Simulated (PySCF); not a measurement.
# Ar²⁺ (argon, charge +2) across methods

[Ne] 3s2 3p4, high-spin 3P determinant. All numbers are calculated (PySCF 2.14, the non-relativistic Hamiltonian (point nucleus), in aug-cc-pV(Q+d)Z with one added diffuse shell each of s, p, d, f, g type (8s7p6d4f3g, 114 functions)).

| method | E (hartree) | mean ε 3s β (eV) | mean ε 3p α (eV) | mean ε 3p β (eV) | Σ⟨r²⟩ (bohr²) | ⟨S²⟩ |
| --- | --- | --- | --- | --- | --- | --- |
| LDA | -524.3275 | -48.718 | -36.469 | -34.122 | 15.65 | 2.002 |
| r2SCAN | -525.9177 | -48.774 | -37.172 | -34.616 | 15.60 | 2.006 |
| PBE | -525.7498 | -48.515 | -36.485 | -34.172 | 15.62 | 2.003 |
| PBE0 | -525.7930 | -50.674 | -38.502 | -36.026 | 15.60 | 2.004 |
| UHF | -525.31297 | -55.689 | -43.572 | -40.448 | 15.70 | 2.010 |
| r2SCAN0 | -525.9197 | -50.785 | -38.959 | -36.322 | 15.60 | 2.006 |
| r2SCANh | -525.9184 | -49.578 | -37.887 | -35.298 | 15.60 | 2.006 |
| CAM-B3LYP | -525.9686 | -52.380 | -39.909 | -37.556 | 15.66 | 2.003 |
